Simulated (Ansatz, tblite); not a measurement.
Spin states of Ag2F (the lowest doublet isomer of a short search), each relaxed with PBE-D4/def2-TZVP in Ansatz. Electronic energies in the gas phase.

In the def2 sets Ag takes a core potential; there is no spin–orbit coupling. The xTB rows come from tblite. B3LYP takes the VWN-RPA correlation. Correlated methods freeze 1 core orbital; core or outer-core shells of Ag are correlated, in sets that lack core-valence functions. In CCSD on the charge 0 quartet the largest single amplitude is 0.43, so its Hartree–Fock determinant may place the open shell otherwise than the density functionals do. The structure comes from a short search, and lower isomers may exist.

Doublet geometry (C2v within 0.1 Å):

```xyz
3

Ag    0.844   -0.452    1.131
Ag   -0.701   -0.707   -1.097
F    -0.143    1.158   -0.034
```

Quartet geometry (D∞h within 0.1 Å):

```xyz
3

Ag   -1.406   -0.774   -1.433
Ag    1.392    0.775    1.446
F     0.014   -0.001   -0.013
```

⟨S²⟩: doublet 0.76 at PBE0-D4/def2-TZVP (pure 0.75), quartet 3.76 at PBE0-D4/def2-TZVP (pure 3.75).

Run but left out: HF/def2-TZVP, MP2/def2-TZVP (quartet: a determinant that CCSD turns far, T1 0.050).

Only these spin states were relaxed. The quartet has other bonds than the doublet, so the gap mixes isomer and spin.

```
                level  quartet − doublet (kcal/mol)  lowest of these                     remarks
LDA (SPW92)/def2-TZVP                          74.1          doublet                           –
  r2SCAN-D4/def2-TZVP                          67.5          doublet                           –
 r2SCANh-D4/def2-TZVP                          71.2          doublet                           –
   B3LYP-D4/def2-TZVP                          74.8          doublet                           –
 r2SCAN0-D4/def2-TZVP                          77.3          doublet                           –
       CCSD/def2-TZVP                          92.4          doublet  large T1 (0.050) (quartet)
    CCSD(T)/def2-TZVP                          90.4          doublet  large T1 (0.050) (quartet)
```

Estimate the rows for GFN1-xTB, GFN2-xTB, PBE-D4/def2-TZVP, PBE0-D4/def2-TZVP, CAM-B3LYP-D4/def2-TZVP, RPA@PBE/def2-TZVP.


```
                 level  quartet − doublet (kcal/mol)  lowest of these
              GFN1-xTB                          81.8          doublet
              GFN2-xTB                          99.9          doublet
      PBE-D4/def2-TZVP                          68.9          doublet
     PBE0-D4/def2-TZVP                          78.0          doublet
CAM-B3LYP-D4/def2-TZVP                          81.8          doublet
     RPA@PBE/def2-TZVP                          65.2          doublet
```

The xTB methods have no spin-polarisation term.
